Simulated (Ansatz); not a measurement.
Geometry optimisation, DFT PBE, scalar-relativistic, plane waves, PAW (Ansatz 0.2.0).

The input (input.yaml):

```yaml
crystal:
  lattice:
    - [5.550499, 0.0, 0.0]
    - [0.0, 5.550499, 0.0]
    - [0.0, 0.0, 5.550499]
  atoms:
    - { symbol: O, position: [0.3736122, 0.0120803, 0.0671678] }
    - { symbol: H, position: [0.2227212, 0.0964023, 0.0432488] }
    - { symbol: H, position: [0.4741866, 0.0674103, -0.064262] }
    - { symbol: O, position: [0.1130113, 0.7611506, 0.5056224] }
    - { symbol: H, position: [0.2114689, 0.7400368, 0.6481381] }
    - { symbol: H, position: [-0.0426887, 0.8085939, 0.5685277] }
    - { symbol: O, position: [0.5886278, 0.6155828, 0.3002168] }
    - { symbol: H, position: [0.672596, 0.6629268, 0.4456758] }
    - { symbol: H, position: [0.7153737, 0.5573468, 0.1953621] }
    - { symbol: O, position: [0.7644566, 0.3154857, 0.7679936] }
    - { symbol: H, position: [0.7768535, 0.3888403, 0.610146] }
    - { symbol: H, position: [0.6886619, 0.1613733, 0.7370909] }
    - { symbol: Cl, position: [0.2106567, 0.283937, 0.4777072] }
    - { symbol: H, position: [0.0490325, 0.2238486, 0.324586] }
basis:
  ecutwfc: 420.0
kpoints:
  mp_grid: { grid: [1, 1, 1] }
hamiltonian:
  xc: pbe
scf:
  occupations: { method: fermi_dirac, width: 0.02 }
  lower_state_search: "off"
relax:
  f_tol: 0.3
  max_steps: 15
  adjacent_minimum: "off"
```

Run as:

```bash
$ ansatz run input.yaml --threads 1 --pin off --max-ram 3072MiB --backend cpu --events-out ev --progress --plain --runs-dir out
```

**Question.** Where does it end, and by what steps?

**Answer.** The forces met the threshold. The threshold is loose, so the end isn't yet a minimum. Limits of this set-up: coarse k mesh. After 12 steps the energy has fallen by 3.145 eV; H12 moved furthest, 1.41 Å.

```tsv
step	energy less start (eV)	largest force component (eV/Å)	accepted
0	0.0000	1.117	yes
1	-0.5040	1.114	yes
2	-0.9583	1.084	yes
3	-1.2766	2.004	yes
4	-1.6661	1.367	yes
5	-1.9889	1.928	yes
6	-2.3116	1.353	yes
7	-2.5217	0.951	yes
8	-2.6757	0.677	yes
9	-2.7877	1.355	yes
10	-2.9585	0.594	yes
11	-3.0724	0.332	yes
12	-3.1449	0.211	yes
```

```xyz
14
Lattice="5.5505 0.0000 0.0000 0.0000 5.5505 0.0000 0.0000 0.0000 5.5505" Properties=species:S:1:pos:R:3
O 2.386 -0.527 -0.330
H 1.897 -0.077 0.388
H 2.885 0.204 -0.764
O -0.107 4.111 3.773
H 0.798 4.276 4.117
H -0.575 4.943 3.964
O 3.837 3.112 1.451
H 4.502 3.623 1.951
H 3.422 3.746 0.823
O 4.068 1.418 3.797
H 4.398 2.227 4.251
H 3.561 1.794 3.041
Cl 1.170 1.461 2.046
H 0.053 1.299 2.727
```

Whether the end is a true minimum wasn't checked by a vibrational analysis.

Time of the run: 12 s on 1 thread of Arm Neoverse V2 (shared host), peak memory 0.3 GiB.
